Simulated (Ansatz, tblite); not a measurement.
Spin states of Be₅Se₅ (the lowest singlet isomer of a short search), each relaxed with PBE-D4/def2-SVP in Ansatz. Electronic energies in the gas phase.

The xTB rows come from tblite. Correlated methods freeze 45 core orbitals; core or outer-core shells of Se are correlated, in sets that lack core-valence functions. The structure comes from a short search, and lower isomers may exist.

Singlet geometry (Cs within 0.1 Å):

```xyz
10

Be    0.172   -0.496    2.213
Be   -0.762   -1.286   -0.645
Be    1.477    0.313    0.332
Be   -1.348    0.907   -0.108
Be    0.201    0.502   -1.828
Se    0.430    2.139   -0.403
Se   -1.692   -0.779    1.334
Se    1.338   -1.265   -1.236
Se    2.095   -0.019    2.361
Se   -1.910   -0.015   -2.020
```

Triplet geometry:

```xyz
10

Be   -0.0729   -1.9076    0.0801
Be    1.4165    0.3085   -0.5013
Be   -0.2875   -0.0881    1.4661
Be   -0.6010    0.0288   -1.3630
Be   -0.1805    1.7408    0.1754
Se   -2.1045    0.5156    0.1894
Se    0.9633   -1.5853   -1.6494
Se    1.4376    1.1589    1.5446
Se   -0.9942   -2.0528    1.9181
Se    0.4231    1.8811   -1.8600
```

Quintet geometry:

Cartesian coordinates in Å:
```
Be -1.882 0.359 -0.411
Be 0.080 -1.265 -0.569
Be -0.192 0.821 0.964
Be -0.046 0.714 -1.507
Be 1.748 -0.237 0.695
Se 1.712 1.852 1.065
Se -1.521 -0.983 -1.995
Se 0.314 -1.608 1.565
Se -2.163 0.567 1.695
Se 1.950 -0.219 -1.502
```

⟨S²⟩: triplet 2.01 at PBE0-D4/def2-TZVP (pure 2.00), quintet 6.02 at PBE0-D4/def2-TZVP (pure 6.00).

Only these spin states were relaxed. The triplet has other bonds than the singlet, so the gap mixes isomer and spin. The quintet has other bonds than the singlet, so the gap mixes isomer and spin.

Task: Estimate which spin state lies lowest at each of these levels, and by how much: GFN1-xTB; GFN2-xTB; HF/STO-3G; PBE-D4/def2-TZVP; r2SCAN-D4/def2-TZVP; PBE0-D4/def2-TZVP; B2PLYP/def2-TZVP.

Result: 
```csv
level,triplet − singlet (kcal/mol),quintet − singlet (kcal/mol),lowest of these
GFN1-xTB,62.7,129.6,singlet
GFN2-xTB,85.8,130.4,singlet
HF/STO-3G,90.6,163.1,singlet
PBE-D4/def2-TZVP,43.4,103.5,singlet
r2SCAN-D4/def2-TZVP,48.8,108.7,singlet
PBE0-D4/def2-TZVP,50.8,113.3,singlet
B2PLYP/def2-TZVP,59.3,124.1,singlet
```

Change of the quintet − singlet gap on mixing in exact exchange, in kcal/mol: PBE to PBE0 (25 % exact exchange) 9.8. The xTB methods have no spin-polarisation term.
